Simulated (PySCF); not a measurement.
SMILES c1c(O)cccc1 at its GFN2-xTB optimised geometry (Å):

```
13

O     -1.3375    -2.2675     0.0001
C     -0.6936    -1.0681     0.0000
C     -1.3822     0.1388     0.0000
C     -0.6842     1.3334     0.0000
C      0.6992     1.3339     0.0000
C      1.3851     0.1298     0.0000
C      0.6979    -1.0681     0.0000
H     -2.2918    -2.1258    -0.0001
H     -2.4649     0.1394     0.0001
H     -1.2277     2.2668    -0.0001
H      1.2409     2.2675     0.0000
H      2.4649     0.1234     0.0000
H      1.2157    -2.0140     0.0001
```

Level of theory: PBE0/def2-TZVP in PySCF.

Map of the log10 of the electron density (e/bohr³), floored at −4 on the plane z = 1.2 Å:

```
|0000000000000000000000000000000|
|0000000000000000000000000000000|
|0000000000000000000000000000000|
|0000000000011000001100000000000|
|0000000001232221223322100000000|
|0000000023444433344443200000000|
|0000000134566555556654310000000|
|0000000245677766677765420000000|
|0000001246788888888876431000000|
|0000001356789999999876531000000|
|0000012457899999999987542100000|
|0000124567899999999987653210000|
|0001245678999999999998765320000|
|0001356788999988899998876431000|
|0002456789999887889999876532000|
|0002456789999887789999876532000|
|0002356788999988899998876531000|
|0001245678999999999998765421000|
|0000234567899999999987654210000|
|0000123457889999999987542100000|
|0000124567889999999876531000000|
|0000134678999888888876431000000|
|0000135678999876677765420000000|
|0000134678999765566654310000000|
|0000024578898754444443200000000|
|0000013467777643223322100000000|
|0000001345665532111110000000000|
|0000000123444320000000000000000|
|0000000001222100000000000000000|
|0000000000000000000000000000000|
|0000000000000000000000000000000|
```
Scale: ten equal steps from -4.00 (start of '0') to -1.74 (end of '9'), in the order '0123456789'; x runs from -4.50 to 4.50, y from -4.50 (bottom) to 4.50 (top).
